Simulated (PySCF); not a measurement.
C₅H₈N₂S.
Atom-mapped SMILES: `[CH3:1][CH2:2][c:3]1[n:4][n:5][s:6][c:7]1[CH3:8]`

NICS = −σ at a ghost point: NICS(0) at the centroid of the ring atoms, NICS(1) 1 Å to either side along the normal of their mean plane, zz for the tensor component along that normal. Level: GIAO PBE0/pcSseg-1 (PySCF, non-relativistic, gas phase) on the GFN2-xTB geometry, one conformer.

Ring bond lengths (Å), with Mayer bond orders in brackets: C3–N4 1.345 (1.26), N4–N5 1.254 (1.55), N5–S6 1.662 (1.12), S6–C7 1.720 (1.27), C7–C3 1.382 (1.37).

Q: What do the NICS probes read (ppm)?

A: 
| ring | type | NICS(0) | NICS(1), two faces | NICS(1)zz, two faces | rms pucker (Å) | centre to ring atoms, mean (Å) |
| --- | --- | --- | --- | --- | --- | --- |
| C3–N4–N5–S6–C7 | 5-membered ring with 2 N and S; formal bonds all aromatic | -11.3 | -12.8 / -12.7 | -30.1 / -29.4 | 0.00 | 1.25 |

Q: What do they say, and how far can they be read as aromaticity?

A: 
- C3–N4–N5–S6–C7: mean NICS(1)zz -29.7 ppm, shielded. The ring is flat and has no four-coordinate atom; by the NICS criterion it is aromatic.

Q: What is the mean of the two in-plane components of NICS at the first NICS(1) probe listed for ring C3–N4–N5–S6–C7, 1 Å off the ring?

A: The isotropic value is a third of the trace: (3 × -12.8 − (-30.1))/2 = -4.2 ppm.

Q: How shielded are the nuclei of the rings and their hydrogens (means over atoms taken as equivalent)?

A: 
```json
{"atoms": "C3", "environment": "substituted aromatic carbon", "σ isotropic (ppm)": "25.2"}
{"atoms": "N4", "environment": "pyridine-type nitrogen", "σ isotropic (ppm)": "-213.4"}
{"atoms": "N5", "environment": "pyridine-type nitrogen", "σ isotropic (ppm)": "-184.5"}
{"atoms": "S6", "environment": "ring sulfur", "σ isotropic (ppm)": "-57.7"}
{"atoms": "C7", "environment": "substituted aromatic carbon", "σ isotropic (ppm)": "27.3"}
```

Conformer computed: `[CH3:1][CH2:2][c:3]1[n:4][n:5][s:6][c:7]1[CH3:8]`: C1–C2–C3–N4 -104°.
